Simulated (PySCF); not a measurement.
Bonds (- single, = double, # triple, : aromatic): C1-N2 1.443 Å, N2:C3 1.335 Å, C3:C4 1.392 Å, C4:N5 1.317 Å, N5:C6 1.319 Å, C6:C7 1.389 Å, C7:N2 1.338 Å. C1 carries H8, H9, H10; C3 carries H11; C4 carries H12; C6 carries H13; C7 carries H14. Formal charges: N2 +1.

Total charge +1.

Geometry: GFN2-xTB; GIAO absolute shieldings from PySCF 2.14, gas phase, non-relativistic, averaged over equivalent atoms.

At PBE0/pcSseg-1 (154 basis functions, 13 s wall time on 1 thread of an Arm Neoverse V2, shared host):
```json
{"atoms": "C4/C6", "σ (ppm)": "25.0"}
{"atoms": "C3/C7", "σ (ppm)": "47.6"}
{"atoms": "C1", "σ (ppm)": "139.1"}
{"atoms": "N5", "σ (ppm)": "-169.0"}
{"atoms": "N2", "σ (ppm)": "24.6"}
{"atoms": "H12/H13", "σ (ppm)": "21.41"}
{"atoms": "H11/H14", "σ (ppm)": "23.32"}
{"atoms": "H8/H9/H10", "σ (ppm)": "27.02"}
```

Question: Predict the values at KT2/6-311G** on the same geometry.

Answer: 
```json
{"atoms": "C4/C6", "σ at KT2/6-311G**": "45.1", "change": "+20.1"}
{"atoms": "C3/C7", "σ at KT2/6-311G**": "65.4", "change": "+17.8"}
{"atoms": "C1", "σ at KT2/6-311G**": "144.8", "change": "+5.7"}
{"atoms": "N5", "σ at KT2/6-311G**": "-113.4", "change": "+55.6"}
{"atoms": "N2", "σ at KT2/6-311G**": "46.0", "change": "+21.4"}
{"atoms": "H12/H13", "σ at KT2/6-311G**": "22.12", "change": "+0.71"}
{"atoms": "H11/H14", "σ at KT2/6-311G**": "23.92", "change": "+0.60"}
{"atoms": "H8/H9/H10", "σ at KT2/6-311G**": "27.50", "change": "+0.48"}
```

The largest change is at N5 (pyridine-type ring nitrogen). Cost: 168 basis functions, 15 s wall time on 1 thread of an AMD EPYC 9R45 96-Core, shared host. The order of the carbon signals is the same at both levels.
